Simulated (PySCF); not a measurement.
H3NbO4, SMILES [O]=[Nb]([OH])([OH])[OH], multiplicity 1.

Geometry optimised at B3LYP-D3(BJ)/def2-SVP. The spin state was assumed, not searched. The def2 effective core potentials stand for the cores of Nb; spin–orbit coupling is left out. One conformer was computed; it need not be the lowest.

Method: PBE/def2-TZVP (PySCF).

Gas-phase values at a fixed geometry.

Computed frontier levels, gap, dipole moment and polarisability:
| Item | Result |
|---|---|
| highest occupied level | -7.58 eV |
| lowest empty level | -1.64 eV |
| orbital gap | 5.94 eV |
| dipole moment | 0.38 D |
| quadrupole, principal values (traceless, Buckingham form, about the centre of nuclear charge) | -15.20, 7.60, 7.60 D·Å |
| mean static polarisability | 52.7 bohr³ (7.82 Å³) |
| polarisability, principal values | 50.0, 54.1, 54.1 bohr³ |
